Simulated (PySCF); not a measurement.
**Se (selenium, neutral) across methods**

[Ar] 3d10 4s1 4p4 5s1, high-spin 5P determinant (an excited configuration). Calculation: PySCF 2.14, in aug-cc-pVQZ-DK; the spin-free X2C one-electron Hamiltonian (Gaussian nucleus).

```tsv
method	E (hartree)	mean ε 4p α (eV)	mean ε 4p β (eV)	mean ε 5s α (eV)	Σ⟨r²⟩ (bohr²)	⟨S²⟩
TPSSh	-2429.117	-12.464	-9.578	-2.145	62.01	6.004
PBE0	-2428.913	-13.181	-10.079	-2.464	61.79	6.004
PBE	-2428.865	-11.680	-9.185	-2.034	61.53	6.003
r2SCAN	-2429.177	-12.339	-9.367	-2.072	62.15	6.007
LC-wPBE	-2428.896	-16.052	-12.813	-3.745	62.13	6.003
wB97M-V	-2428.981	-15.346	-12.173	-3.603	61.96	6.003
LDA	-2425.595	-11.735	-9.289	-2.154	61.05	6.002
r2SCAN0	-2429.153	-13.633	-10.176	-2.487	62.06	6.007
```

Question: Estimate the same row for UHF.

Answer: E (hartree) = -2427.48063; mean ε 4p α (eV) = -17.005; mean ε 4p β (eV) = -11.394; mean ε 5s α (eV) = -3.381; Σ⟨r²⟩ (bohr²) = 63.12; ⟨S²⟩ = 6.012.

The outer electron is Rydberg-like, and this basis confines it to a smaller radius and binds it less than a complete one would.
